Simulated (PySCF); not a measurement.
Indirect couplings

Molfile (atoms numbered from 1):
```
C2H11Ge2N
     RDKit          3D

 16 15  0  0  0  0  0  0  0  0999 V2000
   -2.2890    0.3974   -0.2339 C   0  0  0  0  0  0  0  0  0  0  0  0
   -1.5429   -0.2178    0.9421 C   0  0  0  0  0  0  0  0  0  0  0  0
    0.0003   -1.2927    0.3855 Ge  0  0  0  0  0  4  0  0  0  0  0  0
    1.1513   -0.3133   -0.6638 N   0  0  0  0  0  0  0  0  0  0  0  0
    2.1942    1.0900   -0.1219 Ge  0  0  0  0  0  4  0  0  0  0  0  0
   -1.6161    1.0118   -0.8535 H   0  0  0  0  0  0  0  0  0  0  0  0
   -3.1170    1.0451    0.0959 H   0  0  0  0  0  0  0  0  0  0  0  0
   -2.7203   -0.3760   -0.8900 H   0  0  0  0  0  0  0  0  0  0  0  0
   -1.1628    0.5666    1.6186 H   0  0  0  0  0  0  0  0  0  0  0  0
   -2.2051   -0.8567    1.5504 H   0  0  0  0  0  0  0  0  0  0  0  0
    0.7867   -1.7748    1.6231 H   0  0  0  0  0  0  0  0  0  0  0  0
   -0.4574   -2.4892   -0.4774 H   0  0  0  0  0  0  0  0  0  0  0  0
    0.9998   -0.3873   -1.6645 H   0  0  0  0  0  0  0  0  0  0  0  0
    2.6700    0.7661    1.3065 H   0  0  0  0  0  0  0  0  0  0  0  0
    1.4339    2.4394   -0.0945 H   0  0  0  0  0  0  0  0  0  0  0  0
    3.3914    1.2219   -1.0837 H   0  0  0  0  0  0  0  0  0  0  0  0
  1  2  1  0
  2  3  1  0
  3  4  1  0
  4  5  1  0
  1  6  1  0
  1  7  1  0
  1  8  1  0
  2  9  1  0
  2 10  1  0
  3 11  1  0
  3 12  1  0
  4 13  1  0
  5 14  1  0
  5 15  1  0
  5 16  1  0
M  END
```

Indirect spin–spin couplings were computed at B3LYP/pcJ-1 (pcSseg-1 on Ge) (spin–dipole term only in couplings to heteroatoms) (PySCF) on a PBE0-D3(BJ)/def2-SVP structure, for the isolated molecule, without vibrational or relativistic corrections. Couplings are averaged over pairs made equivalent by symmetry, fast rotation or ring inversion, so a value needn't be that of the named pair in this geometry, while other rotamers aren't included; one pair stands for each set, and the list holds those of at least 1.5 Hz over up to four bonds.

Isotopes: ¹³C, ¹H, ¹⁵N.

```
    pair  bonds  J (Hz)
  C1, C2      1       ?
  C1, H6      1   133.1
  C2, H9      1   133.4
 N4, H13      1       ?
  C1, H9      2    -3.5
  C2, H6      2    -3.0
 C2, H11      2       ?
 N4, H11      2    -7.6
 N4, H14      2       ?
  H6, H7      2   -13.8
 H9, H10      2   -14.4
H11, H12      2    15.0
H14, H15      2    18.9
 C1, H11      3       ?
  H6, H9      3     9.4
 H9, H12      3       ?
H11, H13      3     4.5
H13, H14      3     2.8
```

Problem. Estimate the withheld couplings, with signs.

Solution. 
- ¹J(C1,C2) = 36.3 Hz (bond length 1.523 Å)
- ¹J(N4,H13) = -79.5 Hz (bond length 1.015 Å)
- ²J(C2,H11) = 13.7 Hz (mean over equivalent pairs that range from 11.3 to 16.1 Hz in this conformer)
- ²J(N4,H14) = -6.0 Hz (mean over equivalent pairs that range from -8.7 to -3.1 Hz in this conformer)
- ³J(C1,H11) = 3.3 Hz (mean over equivalent pairs that range from 0.6 to 6.0 Hz in this conformer)
- ³J(H9,H12) = 2.9 Hz (mean over equivalent pairs that range from -1.6 to 7.5 Hz in this conformer)

Relativistic effects of the heavier atoms present are left out.
